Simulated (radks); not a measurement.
The numbers below are computed, except where a source is named.
Problem. The mean radii <r> (bohr) of the occupied orbitals of an atom or ion are listed with their occupations. Level of theory: Dirac Kohn-Sham, PBE, spin-unpolarised, spherical densities, point nucleus (a radial shooting solver on a logarithmic mesh with Libxc functionals).

| orbital | occ. | <r> |
|---|---|---|
| 1s1/2 | 2 | 0.05845 |
| 2s1/2 | 2 | 0.2667 |
| 2p1/2 | 2 | 0.2334 |
| 2p3/2 | 4 | 0.2365 |
| 3s1/2 | 2 | 0.8110 |
| 3p1/2 | 2 | 0.8519 |
| 3p3/2 | 4 | 0.8613 |
| 3d3/2 | 4 | 1.109 |
| 3d5/2 | 2 | 1.115 |
| 4s1/2 | 1 | 2.712 |

Name the element and its charge. Open shells, if any, fill j = l - 1/2 first.

Solution. Z = 26, iron, charge +1: Fe+ in [Ar] 3d6 4s1. The 1s radius gives Z: for a bare nucleus <r> = (2 gamma + 1)/(2Z) with gamma = sqrt(1 - (Z/c)^2), 0.05699 bohr for Z = 26, and screening makes it slightly larger (0.05845 here). The occupations add up to 25, and the charge is Z minus that.
